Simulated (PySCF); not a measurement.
Vertical excitation energies

Compound: Ti(OEt)2(OMe)2, C₆H₁₆O₄Ti (singlet state).
SMILES: `CC[O][Ti]([O]C)([O]C)[O]CC`

Method used: TDDFT PBE0/def2-SVPD, vertical, gas phase, core orbitals frozen in the response (PySCF 2.14.0, density-fitted response routines). Isolated species at its PBE0-D3(BJ)/def2-SVP geometry, gas phase.

```csv
state,E (eV),ν̃ (cm⁻¹),f,|μ| (D),"main configurations (H = HOMO, L = LUMO)"
S1,5.25,42330,0.0015,0.27,"H→L (84%), H→L+1 (10%)"
S2,5.33,42980,0.0014,0.27,H-1→L (88%)
S3,5.47,44120,0.0069,0.58,"H→L+1 (54%), H-2→L+1 (27%), H-2→L (10%)"
S4,5.58,44980,0.015,0.84,H-2→L (75%)
S5,5.67,45700,0.025,1.07,"H-1→L+1 (38%), H-2→L+1 (30%), H→L+1 (14%)"
S6,5.70,45970,0.028,1.13,"H-1→L+1 (41%), H-2→L+1 (32%)"
S7,5.87,47360,0.0005,0.15,H→L+2 (88%)
S8,5.97,48140,0.0045,0.45,"H-1→L+2 (66%), H-5→L (14%)"
S9,6.01,48450,0.0047,0.45,"H-3→L (53%), H-3→L+1 (29%)"
S10,6.07,48920,0.0028,0.35,"H-2→L+2 (67%), H-4→L+1 (11%)"
S11,6.15,49610,0.0009,0.19,"H-5→L (45%), H-3→L+1 (26%)"
S12,6.17,49740,0.0016,0.26,"H-4→L (47%), H-3→L+1 (12%), H-4→L+1 (12%)"
S13,6.23,50210,0.0096,0.64,"H-5→L+1 (16%), H-5→L (11%), H-3→L (11%)"
S14,6.26,50500,0.0046,0.44,"H-1→L+4 (28%), H-1→L+3 (22%), H-4→L+1 (12%)"
S15,6.34,51110,0.015,0.79,"H→L+4 (22%), H→L+3 (15%), H-5→L (15%)"
```

Triplets, Tamm–Dancoff:

| state | E (eV) | λ (nm) | main configurations (H = HOMO, L = LUMO) |
| --- | --- | --- | --- |
| T1 | 5.09 | 243.5 | H→L (57%), H-1→L (21%) |
| T2 | 5.11 | 242.4 | H-1→L (40%), H→L (17%), H→L+1 (15%) |
| T3 | 5.17 | 239.7 | H→L+1 (47%), H-2→L (14%), H→L (13%) |
| T4 | 5.20 | 238.6 | H-2→L (47%), H→L+1 (21%), H-1→L+1 (15%) |

The lowest singlet lies at 5.25 eV (236 nm, ultraviolet) and is very weak; its leading configuration is HOMO→LUMO (84%). The strongest level in the table is S6 at 5.70 eV (218 nm, f = 0.028). For S1 the Löwdin share of titanium is at most 7% in HOMO and 73% in LUMO (ligand-to-metal charge transfer by this measure). Weighted by f, the mean energy of these states is 5.84 eV. Orbital energies (eV): HOMO-3 -8.23, HOMO-2 -7.67, HOMO-1 -7.55, HOMO -7.45, LUMO -0.57, LUMO+1 -0.40, LUMO+2 -0.04. Of the 15 states listed, 4 reach f = 0.01 and 1 stays under 0.0005. Singlets were solved by full linear response, triplets in the Tamm–Dancoff approximation.
